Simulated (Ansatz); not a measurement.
`BrCBr` + `BN` → `NBCBr` + HBr  (formal exchange of groups at a C–Br bond)

Program: Ansatz. Geometries: PBE0-D4/def2-TZVP. ΔE: electronic, gas phase. CCSD(T)/CBS adds triple-zeta CCSD(T) − MP2 to the extrapolated MP2 energy (def2 sets, frozen cores). This one scheme is used for every species. Functionals use def2-TZVPP. For Br outer-core shells are correlated without core-valence functions, which leaves a few kJ/mol of doubt a bond. Scalar relativity is left out up to krypton. One conformer a species, not always the lowest.

| level | ΔE (eV) |
| --- | --- |
| BHLYP | -0.87 |
| LC-ωPBE | -0.91 |
| CCSD(T)/def2-SVP | -1.00 |
| MP2/CBS(def2) | -0.85 |

What does CCSD(T)/CBS give? (An estimate is asked.)

Ansatz gave: -0.88 eV. The listed levels differ from it by 0.01, -0.03, -0.12, 0.03 eV.

Largest T1 diagnostic among the species: 0.012.

From BLYP to BHLYP (50 % exact exchange), in def2-TZVPP and without D4, ΔE moves by −0.11 eV. At CCSD(T), def2-SVP lies −0.12 eV from the extrapolated value and def2-TZVPP +0.01 eV.
